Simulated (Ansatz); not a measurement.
Geometry optimisation, Ansatz, RKS PBE0-D4/def2-SVP.

input.yaml

```yaml
crystal:
  periodic: [false, false, false]
  atoms:
    - { symbol: "N", position_ang: [0.6371, -0.8981, 1.9598] }
    - { symbol: C, position_ang: [0.7909, 0.066, 0.833] }
    - { symbol: O, position_ang: [-0.4187, 0.8358, 0.5699] }
    - { symbol: C, position_ang: [-0.448, 0.4394, -0.7903] }
    - { symbol: C, position_ang: [-1.3702, 0.7457, -1.7688] }
    - { symbol: Cl, position_ang: [-2.6516, 1.926, -1.4491] }
    - { symbol: Al, position_ang: [1.0281, -0.8131, -0.7651] }
    - { symbol: H, position_ang: [0.57318, -1.82386, 1.50827] }
    - { symbol: H, position_ang: [1.62456, -0.91233, 2.46267] }
    - { symbol: H, position_ang: [1.6617, 0.7406, 1.0554] }
    - { symbol: H, position_ang: [-1.2902, 0.304, -2.7099] }
    - { symbol: H, position_ang: [1.901, -1.8321, -1.6026] }
basis:
  gaussian: { orbitals: def2-SVP }
hamiltonian:
  xc: pbe0
  dispersion: d4
relax:
  f_tol: 0.015
  max_steps: 40
```

Launched with:

```bash
$ ansatz run input.yaml --threads 2 --pin off --max-ram 3072MiB --backend cpu --events-out ev --progress --plain --runs-dir out
```

**Question.** Where does it end, and by what steps?

**Answer.** The forces met the threshold. After 21 steps the energy has fallen by 1.812 eV; H9 moved furthest, 1.12 Å.

| step | energy less start (eV) | largest force component (eV/Å) | accepted |
| --- | --- | --- | --- |
| 0 | 0.0000 | 4.537 | yes |
| 1 | -1.2081 | 2.536 | yes |
| 2 | -1.4850 | 1.110 | yes |
| 3 | -1.5345 | 0.453 | yes |
| 4 | -1.5637 | 0.573 | yes |
| 5 | -1.5898 | 0.299 | yes |
| 6 | -1.6025 | 0.454 | yes |
| 7 | -1.5498 | 0.769 | no |
| 8 | -1.6371 | 0.137 | yes |
| 9 | -1.6495 | 0.376 | yes |
| 10 | -1.6493 | 1.399 | no |
| 11 | -1.6812 | 0.365 | yes |
| 12 | -1.7151 | 1.064 | yes |
| 13 | -1.7558 | 0.895 | yes |
| 14 | -1.7774 | 1.186 | yes |
| 15 | -1.8077 | 0.246 | yes |
| 16 | -1.7957 | 0.337 | no |
| 17 | -1.8112 | 0.075 | yes |
| 18 | -1.8120 | 0.071 | yes |
| 19 | -1.8122 | 0.044 | yes |
| 20 | -1.8124 | 0.018 | yes |
| 21 | -1.8125 | 0.014 | yes |

```xyz
12
Properties=species:S:1:pos:R:3
N 0.962 -0.925 1.961
C 1.087 -0.145 0.799
O -0.177 0.518 0.366
C -0.382 0.251 -0.956
C -1.400 0.760 -1.668
Cl -2.580 1.833 -1.005
Al 1.205 -0.865 -1.069
H 0.317 -1.703 1.867
H 0.691 -0.380 2.778
H 1.791 0.680 1.008
H -1.544 0.517 -2.722
H 2.067 -1.762 -2.055
```

Whether the end is a true minimum wasn't checked by a vibrational analysis.

The run took 72 s on 2 threads of AMD EPYC 9R14 (Zen 4), with other jobs on the host, peak memory 0.39 GiB.
